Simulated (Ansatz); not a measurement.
Gas-phase electronic energies from Ansatz, PBE0-D4/def2-TZVP geometries. CCSD(T)/CBS is the MP2 limit (def2-TZVPP, def2-QZVPP) plus CCSD(T) − MP2 in def2-TZVPP, frozen cores. Functionals use def2-TZVPP. B3LYP here is the variant with VWN-RPA as its local correlation; programs differ in this. def2 core potentials past Kr. For In, Sn outer-core shells are correlated without core-valence functions, which leaves a few kJ/mol of doubt a bond. Each species was taken in one conformer, which may not be the lowest.

`[SiH3][NH][SnH3]` + `[OH][In]([SH])[Cl]` → `[SiH3][O][In]([SH])[Cl]` + `[NH2][SnH3]`  (ligand exchange at the Si–N bond)

| level | ΔE (kJ/mol) | difference from CCSD(T)/CBS |
| --- | --- | --- |
| PBE-D4 | -35.1 | 7.2 |
| r2SCAN-D4 | -41.5 | 0.8 |
| PBE0-D4 | -38.0 | 4.3 |
| B3LYP-D4 | -42.2 | 0.1 |
| ωB97X-V | -41.9 | 0.4 |
| PBE | -36.2 | 6.1 |
| r2SCAN | -41.6 | 0.7 |
| B3LYP | -44.0 | -1.7 |
| MP2/def2-TZVPP | -42.6 | -0.3 |
| CCSD(T)/def2-TZVPP | -43.9 | -1.6 |
| CCSD(T)/CBS | -42.3 | 0 |

Largest T1 diagnostic among the species: 0.015.

In def2-TZVPP, CCSD(T) changes the Hartree–Fock value by +9.9 kJ/mol (the triples alone add +1.2 kJ/mol) and MP2 by +11.1 kJ/mol.
